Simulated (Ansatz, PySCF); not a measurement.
This Ansatz (a first-principles code) input computes a CAM-B3LYP/def2-TZVPD energy:

Ansatz 0.2 input:
```yaml
crystal:
  periodic: [false, false, false]
  atoms:
    - {symbol: B, position_ang: [-0.06182972, 0.47166815, -0.08870694]}
    - {symbol: O, position_ang: [1.18918234, 0.10324504, 0.28516126]}
    - {symbol: O, position_ang: [-1.03887333, -0.47915777, -0.18887763]}
    - {symbol: H, position_ang: [-0.26818285, 1.62418419, -0.31945882]}
    - {symbol: H, position_ang: [1.26757567, -0.84434272, 0.45177029]}
    - {symbol: H, position_ang: [-1.89271627, -0.13088037, -0.45904578]}
basis:
  gaussian:
    orbitals: def2-TZVPD
hamiltonian:
  xc: {name: CAM-B3LYP}
output: {forces: true}
```

Q: Write an input for the same energy in PySCF and say what it gives.

A: 
```python
from pyscf import gto, scf, dft

mol = gto.M(
    atom='''
    B    -0.06182972    0.47166815   -0.08870694
    O     1.18918234    0.10324504    0.28516126
    O    -1.03887333   -0.47915777   -0.18887763
    H    -0.26818285    1.62418419   -0.31945882
    H     1.26757567   -0.84434272    0.45177029
    H    -1.89271627   -0.13088037   -0.45904578
    ''',
    basis='def2-tzvpd',
    charge=0,
    spin=0,
    verbose=4,
)

mf = dft.RKS(mol, xc='camb3lyp').density_fit(auxbasis='def2-universal-jkfit')
mf.grids.level = 3
mf.conv_tol = 1e-9
mf.max_cycle = 100
mf.max_memory = 1500
mf.kernel()
if not mf.converged:
    mf = mf.newton()
    mf.kernel(mf.make_rdm1())
mf.analyze()
```
It gives -177.22227 Eh, and Ansatz -177.22222 Eh, a difference of 0.05 mEh, from the treatment of integrals and grids.
